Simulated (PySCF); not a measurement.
**Dipole moment and polarisability of `FC(F)(F)CC1=CC=C[SiH2]1`**

C₆H₇F₃Si.
Cartesian coordinates in Å at the PBE0-D3(BJ)/def2-SVP level; atoms count from 1:
```
atom  x, y, z in Å
F1     2.2470    1.3445   -0.7120
C2     2.4083    0.0550   -0.3717
F3     3.6554   -0.0778    0.0884
F4     2.3102   -0.6639   -1.4907
C5     1.3969   -0.3660    0.6647
C6    -0.0182   -0.2000    0.2177
C7    -1.0028   -1.0910    0.4675
C8    -2.3653   -0.7493    0.0111
C9    -2.5267    0.4346   -0.6171
Si10  -0.8378    1.2385   -0.6939
H11    1.6174   -1.4097    0.9378
H12    1.6009    0.2542    1.5547
H13   -0.8274   -2.0377    0.9936
H14   -3.1845   -1.4545    0.1913
H15   -3.4932    0.7671   -1.0002
H16   -0.7352    2.5316    0.0477
H17   -0.3366    1.4341   -2.0855
```

Level: PBE0/def2-SVPD (PySCF), static field, nuclei fixed, core orbitals frozen in the response. The polarisability tensor in these axes (au):

```
x   113.80   3.68   4.50
y     3.68  97.28 -12.48
z     4.50 -12.48  78.98
```

Problem. What are the eigenvalues, a third of the trace, and Δα (Δα² = ½Σ(αi − αj)² over the three pairs)?

Solution. Principal values 71.89, 103.47 and 114.70 au; mean 96.69 au = 14.33 Å³ = 15.94 × 10⁻⁴⁰ C²·m²/J; Δα = 38.45 au (40 % of the mean).

Problem. What is the dipole moment, and where does it point?

Solution. (-1.75, -0.96, 1.56) D, 2.54 D in size, pointing from the negative to the positive side. Measured along this direction, the outermost atoms are F1 and F3 at the negative end and H14 at the positive end.

Problem. In a dilute gas of rigid molecules at 350 K, how does the orientational term μ²/3kT compare with the electronic polarisability?

Solution. In Gaussian units μ²/3kT = 44.43 Å³ against 14.33 Å³, a ratio of 3.10; the Debye molar polarisation (4π/3)N_A(α + μ²/3kT) is 148.2 cm³/mol, leaving out the vibrational part.

Problem. What depolarisation ratio follows for Rayleigh scattering of linearly polarised light, taking the static tensor?

Solution. ρ = 3Δα²/(45ᾱ² + 4Δα²) = 4435.7/(420662 + 5914.3) = 0.0104.

Problem. Refractivity n − 1 of an ideal gas of it at 500 K and 1 atm, from the electronic α?

Solution. N = p/kT = 1.4678 × 10¹⁹ cm⁻³, so n − 1 = 2π × N × 14.33 × 10⁻²⁴ cm³ = 1321 × 10⁻⁶ at long wavelengths, for an ideal gas.

Problem. Find the Langevin capture rate constant for H3+ (3.023 u) meeting this molecule (164.027 u), k = 2.342 × 10⁻⁹ cm³/s × √(α in Å³ / reduced mass in u).

Solution. The reduced mass is 2.97 u, so k = 5.14 × 10⁻⁹ cm³/s. The formula leaves out the permanent dipole, which adds to the capture rate.

The structure is a single PBE0-D3(BJ)/def2-SVP conformer in the gas phase; no vibrational or solvent corrections.

These values come from a run that also computed excited states and ΔSCF ions. On an AMD EPYC 7R43 with one thread, no GPU (shared host), this took 4.3 min of wall time (with the writing of density and orbital grids) and 1.1 GiB of memory at its peak.
